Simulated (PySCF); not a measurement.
Two species compared at the same levels of theory.

First species: CH₇NPSi (charge +1).
Atom-mapped SMILES: `[CH2:1]=[N:2][SiH2:3][PH3+:4]` (hydrogens: H5, H6 on C1; H7, H8 on Si3; H9, H10, H11 on P4)

Second species: C5H10F2.
InChI=1S/C5H10F2/c1-4(2)3-5(6)7/h4-5H,3H2,1-2H3

Levels: CAM-B3LYP/def2-SVPD for HOMO energy, LUMO energy, HOMO–LUMO gap, static isotropic polarisability and electronic spatial extent ⟨r²⟩ about the centre of nuclear charge; TDDFT CAM-B3LYP/def2-SVPD for lowest singlet excitation; PBE0-D3(BJ)/def2-SVP for rotational constant A and rotational constant C. Geometries: PBE0-D3(BJ)/def2-SVP. All species are isolated and taken at one optimised geometry, non-relativistic unless stated. Electronic properties by PySCF.

Dipoles, sizes and rotational constants follow the conformer. The torsions of the flexible species, by atom-mapped SMILES:
- `[CH2:1]=[N:2][SiH2:3][PH3+:4]`: C1–N2–Si3–P4 179°
- `[CH3:1][CH:2]([CH3:3])[CH2:4][CH:5]([F:6])[F:7]`: C1–C2–C4–C5 174°, C2–C4–C5–F6 -58°

```json
{"property": "HOMO energy", "column X": "-13.00 eV", "column Y": "-10.69 eV"}
{"property": "LUMO energy", "column X": "-4.58 eV", "column Y": "1.24 eV"}
{"property": "HOMO–LUMO gap", "column X": "8.42 eV", "column Y": "11.93 eV"}
{"property": "lowest singlet excitation", "column X": "3.85 eV", "column Y": "9.05 eV"}
{"property": "static isotropic polarisability", "column X": "68.0 au", "column Y": "64.1 au"}
{"property": "electronic spatial extent ⟨r²⟩ about the centre of nuclear charge", "column X": "656 bohr²", "column Y": "965 bohr²"}
{"property": "rotational constant A", "column X": "9.718 GHz", "column Y": "4.550 GHz"}
{"property": "rotational constant C", "column X": "1.814 GHz", "column Y": "1.306 GHz"}
```

Question: Which column belongs to which species?

Answer: Column X is the first species and column Y the second. The first has 11 atoms and 48 electrons, the second 17 and 58; their charges are +1 and 0, their HOMO energies -13.00 eV and -10.69 eV.

Question: How does each property change from the first species to the second?

Answer: HOMO energy +2.31 eV; LUMO energy +5.82 eV; HOMO–LUMO gap +3.51 eV; lowest singlet excitation +5.20 eV; static isotropic polarisability -3.9 au; electronic spatial extent ⟨r²⟩ about the centre of nuclear charge +309 bohr²; rotational constant A -5.168 GHz; rotational constant C -0.508 GHz.

On the first: The polarisability is 10.08 Å³ as a volume (1 au = 0.148185 Å³), or 1.42 au for each of the 48 electrons. The principal polarisabilities are 52.2, 63.9 and 88.0 au; their mean is the isotropic value.

On the second: The principal polarisabilities are 58.7, 63.8 and 69.8 au; their mean is the isotropic value. S1 lies 2.88 eV below the HOMO–LUMO gap; its leading configuration is HOMO→LUMO, weight 0.82.
